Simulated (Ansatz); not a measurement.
`O/C(Cl)=N/[SiH3]` and `C/C(O)=N\[SiH3]` differ in one atom or group.

Ansatz, PBE0-D4/def2-TZVP geometries, multiplicity 1. Each molecule was computed in one conformer, which needn't be the lowest.

```tsv
property	`O/C(Cl)=N/[SiH3]`
LUMO energy (PBE0/def2-TZVPP) / eV	-0.53
HOMO–LUMO gap (PBE/def2-TZVPP) / eV	5.15
LUMO energy (B3LYP/def2-TZVPP) / eV	-0.76
HOMO energy (B3LYP/def2-TZVPP) / eV	-7.84
size of the dipole moment (PBE/def2-TZVPP) / D	1.11
LUMO energy (PBE/def2-TZVPP) / eV	-1.53
```

**Question.** Give the same properties after the change, and the shifts. (Best estimate.)

**Answer.** Computed: 
```csv
property,`C/C(O)=N\[SiH3]`,shift
LUMO energy (PBE0/def2-TZVPP) / eV,0.03,0.56
HOMO–LUMO gap (PBE/def2-TZVPP) / eV,5.00,-0.15
LUMO energy (B3LYP/def2-TZVPP) / eV,-0.22,0.54
HOMO energy (B3LYP/def2-TZVPP) / eV,-7.21,0.63
size of the dipole moment (PBE/def2-TZVPP) / D,1.19,0.08
LUMO energy (PBE/def2-TZVPP) / eV,-1.03,0.50
```

With PBE0 the HOMO rises by 0.65 eV and the LUMO rises by 0.56 eV, so the gap narrows by about 0.09 eV. PBE moves the HOMO by 0.64 eV and ωB97M-V by 0.59 eV. Dipoles are sizes alone; their direction can turn.

Positive LUMOs are unbound, so they and the gaps depend on the basis.

B3LYP here is the variant with VWN-RPA as its local correlation; programs differ in this.
